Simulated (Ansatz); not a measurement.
Species: sum formula BNH$_{2}$F$_{2}$ (charge 0, singlet). 
Geometry from a B3LYP-D3(BJ)/def2-TZVP (Ansatz, a program for electronic structure) optimisation:
```
B
F 1 1.3346
F 1 1.3346 2 117.54
N 1 1.3941 2 121.23 3 -180.00
H 4 1.0045 1 122.46 2 0.00
H 4 1.0045 5 115.08 1 180.00
```
Charge 0, spin multiplicity 1.

Basis-set convergence of Hartree-Fock and CCSD correlation energies (hartree) with Ansatz. Correlated levels leave the core frozen unless marked. Spin-orbit coupling is left out. Non-relativistic.

```tsv
basis	functions	E(HF)	E(corr, CCSD)
cc-pVDZ	-	-279.36774	-0.63825
cc-pVTZ	148	(withheld)	(withheld)
```

Q: Some entries are withheld; supply them.

A: 
- cc-pVTZ, E(HF): -279.47071
- cc-pVTZ, E(corr, CCSD): -0.81698
